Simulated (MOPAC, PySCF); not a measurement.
H2ClGa, SMILES `[Cl][GaH2]`, neutral singlet in the gas phase. 

Cartesian coordinates (Å):
SMILES: [Cl][GaH2]
```xyz
4

Cl     1.9368    -0.0397     0.0225
Ga    -0.2111     0.0043     0.2936
H     -0.9518    -1.3131    -0.1123
H     -0.7739     1.3485     0.8642
```
Charge 0, multiplicity 1.

All levels are single points at this geometry (PBE-D3(BJ)/def2-TZVP); Pople sets use spherical d functions. Orbital energies aren't observables, and empty levels follow the basis.

```
level                                     HOMO (eV)  LUMO (eV)  gap (eV)  dipole (D)  vertical IE, Delta-SCF (eV)
----------------------------------------  ---------  ---------  --------  ----------  ---------------------------
PBE-D3(BJ)/def2-TZVP in PySCF                 -7.12      -2.64      4.48        1.88                        10.44
B3LYP/6-311+G** (LANL2DZ on Ga) in PySCF      -8.29      -2.13      6.16        2.48                            –
BP86/6-31G* in PySCF                          -7.18      -2.76      4.42        2.01                            –
M06-2X/6-31G* in PySCF                        -9.67      -1.40      8.27        2.30                            –
SVWN5/6-31G* in PySCF                         -7.15      -2.91      4.24        2.02                        10.59
PM7 in MOPAC                                 -10.66       0.20     10.86        4.12                            –
```
